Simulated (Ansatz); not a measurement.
`O[SiH](F)[O][SnH3]`, relaxed with RKS PBE-D4/def2-SVP in Ansatz from a rough embedded geometry. The force threshold is 0.03 eV/Å; the program also tests the step.

The species carries charge 0 and has multiplicity 1. Sn takes the def2 core potential.

Start:

```xyz
10

O    -1.068   -0.582   -1.575
Si   -0.075   -1.274   -0.404
F    -0.470   -2.924   -0.221
O    -0.228   -0.466    1.051
Sn    0.468    1.320    0.851
H    -2.044   -0.638   -1.165
H     1.334   -1.138   -0.891
H     2.166    1.246    0.360
H     0.340    2.272    2.375
H    -0.422    2.184   -0.381
```

| step | energy (eV) | largest force (eV/Å) | largest move (Å) |
| --- | --- | --- | --- |
| 1 | -20585.4411 | 3.364 | 0.000 |
| 2 | -20585.9357 | 1.374 | 0.195 |
| 3 | -20586.0550 | 0.488 | 0.136 |
| 4 | -20586.1072 | 0.443 | 0.200 |
| 5 | -20586.1283 | 0.083 | 0.082 |
| 6 | -20586.1299 | 0.037 | 0.035 |
| 7 | -20586.1302 | 0.021 | 0.017 |
| 8 | -20586.1307 | 0.046 | 0.052 |
| 9 | -20586.1312 | 0.085 | 0.066 |
| 10 | -20586.1325 | 0.131 | 0.077 |
| 11 | -20586.1336 | 0.133 | 0.040 |
| 13 | -20586.1368 | 0.180 | 0.044 |
| 15 (rejected) | -20586.1371 | 0.380 | 0.194 |
| 17 | -20586.1492 | 0.102 | 0.098 |
| 19 | -20586.1536 | 0.148 | 0.074 |
| 21 | -20586.1712 | 0.274 | 0.162 |
| 23 | -20586.1837 | 0.072 | 0.105 |
| 25 (rejected) | -20586.1752 | 1.013 | 0.176 |
| 27 | -20586.2059 | 0.064 | 0.100 |
| 29 | -20586.2081 | 0.043 | 0.066 |
| 31 (rejected) | -20586.2084 | 0.159 | 0.039 |
| 33 | -20586.2102 | 0.005 | 0.035 |

End:

```xyz
10

O    -0.367   -0.417   -1.617
Si   -0.033   -1.416   -0.312
F    -1.459   -2.070    0.162
O     0.634   -0.467    0.846
Sn    0.398    1.554    0.901
H    -1.121   -0.674   -2.175
H     0.866   -2.556   -0.643
H     1.410    2.211   -0.329
H     0.947    1.925    2.491
H    -1.275    1.909    0.676
```

It took 29 s on 4 threads of an Intel Xeon 6975P-C on a shared host, with 0.16 GiB of host memory at the peak.
